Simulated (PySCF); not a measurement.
HgH2 at several levels of theory

Computed with PySCF 2.14.0 (density fitting, no spin-orbit coupling) at the geometry relaxed with BP86:

```xyz
3
HgH2 (singlet)
Hg    0.0000    0.0000    0.0000
H     0.0000    0.0000    1.6675
H     0.0000    0.0000   -1.6675
```

| level | basis | state | HOMO (eV) | gap (eV) | charge on Hg1 (e) | dipole about the centre of mass (D) | largest force component (eV/Å) |
| --- | --- | --- | --- | --- | --- | --- | --- |
| BP86 | Hg def2-SVP with ECP60, H def2-SVP | singlet | -7.01 | 5.78 | 0.25 | 0.00 | 0.00 |
| CAM-B3LYP | the same | singlet | -9.30 | 9.51 | 0.25 | 0.00 | 0.19 |
| TPSSh | the same | singlet | -7.48 | 6.72 | 0.31 | 0.00 | 0.11 |
| revPBE | the same | singlet | -6.83 | 5.74 | 0.24 | 0.00 | 0.05 |
| BP86 | Hg def2-TZVP with ECP60, H def2-TZVP | singlet | -7.08 | 5.62 | 0.20 | 0.00 | 0.13 |
| BP86 | Hg x2c-SVPall, H x2c-SVPall | singlet | -7.03 | 5.65 | -0.04 | 0.00 | 0.08 |

Charges are Mulliken's, which hang on the basis. The relaxation used the grid (50, 194), these runs (75, 302) or, all-electron (x2c bases, spin-free X2C Hamiltonian), (99, 590).

Q: What does wB97X with Hg def2-SVP with ECP60, H def2-SVP give here?

A: state singlet, HOMO (eV) -10.28, gap (eV) 11.47, charge on Hg1 (e) 0.29, dipole about the centre of mass (D) 0.00, largest force component (eV/Å) 0.15. Time: 0.7 s on 2 threads of Arm Neoverse V1, on a shared host, from an already converged density.

In the first row's basis the gap widens with exact exchange: 5.7 to 5.8 eV for revPBE, BP86 (none); 6.7 eV for TPSSh (a fixed share); 9.5 to 11.5 eV for CAM-B3LYP, wB97X (rising or full at long range).
